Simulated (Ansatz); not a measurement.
ClGe2H5O, SMILES `[OH][GeH]([Cl])[GeH3]`. Charge 0, multiplicity 1.

```xyz
9

O     1.4114    1.6528   -0.1131
Ge    0.9935   -0.0352    0.2327
Cl    1.8452   -1.2661   -1.3373
Ge   -1.4026   -0.4277    0.1808
H     1.0975    1.9478   -0.9716
H     1.7517   -0.3534    1.5270
H    -1.9360    0.0551   -1.1752
H    -1.6757   -1.9281    0.3444
H    -2.0850    0.3547    1.3124
```

Q: What are the harmonic wavenumbers in cm⁻¹ at PBE0-D4/def2-TZVP (Ansatz, finite differences of forces, unscaled)? (Estimate.)

A: The calculation gave: 75, 88, 135, 172, 243, 274, 409, 456, 464, 685, 698, 727, 791, 876, 876, 939, 2155, 2167, 2173, 2177, 3889.

Q: Is this a minimum?

A: Yes, all 21 modes are real.

Q: Give the ideal-gas thermochemistry at 298.15 K and 1 bar (rigid rotor, harmonic oscillator; point group C1, symmetry number 1).

A: Zero-point energy 122.4 kJ/mol; H(298) − E = 145.9 kJ/mol; entropy 380.9 J/(mol·K), of which translation 175.0, rotation 120.7, vibration 85.2; G(298) − E = 32.3 kJ/mol. Modes under 100 cm⁻¹ are hindered rotations or soft bends, so the harmonic entropy is rough.

Q: And at 400, 500, 600, 800 and 1000 K?

A: 
| T (K) | H − E (kJ/mol) | S (J/mol/K) | G − E (kJ/mol) |
| --- | --- | --- | --- |
| 400 | 158.7 | 417.7 | -8.4 |
| 500 | 172.6 | 448.7 | -51.8 |
| 600 | 187.5 | 475.9 | -98.0 |
| 800 | 219.6 | 521.9 | -198.0 |
| 1000 | 253.9 | 560.1 | -306.3 |
